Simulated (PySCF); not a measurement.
## How the method changes the constants of MgI⁻

State: ¹Σ⁺ (singlet), closed shell. Set-up: basis Mg aug-cc-pVDZ, I aug-cc-pVDZ-PP with ECP28; scalar-relativistic core potentials; PySCF 2.14. De refers to Mg + I⁻ in their ground configurations, without counterpoise correction. A positive dipole points towards I; it is taken about the centre of mass and depends on that origin.

```
      Level  Re (Å)  ωe (cm⁻¹)  De (eV)  μ (D)  CPU s a point (SCF and correlation, without the integrals)
        RHF   3.018        138      n/a   5.71                                                       0.066
    RHF-MP2   2.931        165     0.71    n/a                                                        0.11
RHF-SCS-MP2   2.949        159     0.65    n/a                                                         n/a
   RHF-CCSD   2.942        161     0.66    n/a                                                         n/a
RHF-CCSD(T)   2.930        166     0.71    n/a                                                         2.5
        PBE   2.952        161     0.75   5.45                                                        0.38
       BP86   2.968        156     0.68   5.38                                                        0.27
     r²SCAN   2.915        170     0.78   6.02                                                        0.49
       PBE0   2.935        164     0.74   5.59                                                        0.84
       MN15   2.952        152     0.72   5.53                                                        0.63
     B2PLYP   2.967        153     0.61   5.43                                                        0.41
```

The bond length runs from 2.915 Å (r²SCAN) to 3.018 Å (RHF). De spans 0.61 eV (B2PLYP, double hybrid) to 0.78 eV (r²SCAN, meta-GGA).

Correlated steps freeze 5 core orbitals. Correlated levels converge slowly with the basis: in double zeta they bind strong bonds too weakly, by up to about 1 eV, and carry superposition errors of some tenths. Spin–orbit coupling is left out. For an ion De counts to the pair picked by the measured ionisation energies or electron affinities, which need not be the lowest pair at this level. The highest Kohn–Sham level is positive in this anion. Much of that is self-interaction error, but it also means that the finite basis helps to hold the extra electron. B2PLYP dipoles, levels and charges come from its SCF part alone.

The whole job (state search and all levels along the bond) took about 1.2 min on 1 thread of Intel Xeon 6975P-C (shared host), peak memory 0.72 GiB.
